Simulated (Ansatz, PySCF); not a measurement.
Energy difference R1 + R2 → P1, each structure at its B3LYP-D3(BJ)/def2-TZVP stationary point, reached from a drawn start (curvature not checked).
P1, Cl4Pb (SMILES [Cl][Pb]([Cl])([Cl])[Cl]) (charge 0, multiplicity 1):
```xyz
5

Pb     0.0000     0.0000     0.0000
Cl     1.3890     1.3890     1.3890
Cl     1.3890    -1.3890    -1.3890
Cl    -1.3890     1.3890    -1.3890
Cl    -1.3890    -1.3890     1.3890
```
R1: Cl2Pb (SMILES [Cl][Pb][Cl]), charge 0, multiplicity 1.
R2: Cl2 (SMILES ClCl), charge 0, multiplicity 1.

P less R. No zero-point or thermal terms; no spin–orbit coupling.

Cores are frozen in the correlated methods. In cc and def2 sets filled d and f shells under p-block atoms count as core.

Programs: Ansatz (Gaussian basis) for Hartree–Fock, density functionals and correlated methods; PySCF for the D3/D4 terms. All values are computed, each at the level named. Elements past Kr take the def2 small-core potentials, without spin–orbit coupling.

| level | reaction energy (kcal/mol) |
|---|---|
| PBE-D3(BJ)/def2-TZVPP | -25.95 |
| BLYP-D4/def2-TZVPP | -22.97 |
| revPBE/def2-TZVPP | -20.10 |
| r2SCAN-D4/def2-TZVPP | -30.65 |
| PBE0/def2-TZVPP | -25.62 |
| BHLYP-D3(BJ)/def2-TZVPP | -27.60 |
| CAM-B3LYP/def2-TZVPP | -23.54 |
| MP2/def2-QZVPP | -34.70 |
| CCSD(T)/def2-TZVPP | ? |

### Question
Some entries are withheld; supply them.

### Answer

- CCSD(T)/def2-TZVPP, reaction energy (kcal/mol): -31.61

Ansatz is an electronic-structure program.
